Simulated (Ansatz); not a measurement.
A run for Ansatz (a program for electronic structure): R-BHLYP/def2-TZVPP on H2O (SMILES O).

Ansatz 0.2 input:
```yaml
crystal:
  periodic: [false, false, false]
  atoms:
    - {symbol: O, position_ang: [-0.00000000, -0.00000000, 0.38961139]}
    - {symbol: H, position_ang: [-0.00000000, 0.76498632, -0.19485569]}
    - {symbol: H, position_ang: [0.00000000, -0.76498632, -0.19485569]}
basis:
  gaussian:
    orbitals: def2-TZVPP
hamiltonian:
  xc: {name: BHLYP}
scf: {lower_state_search: off}
```

What total energy does the run end on?

-76.4230 hartree.
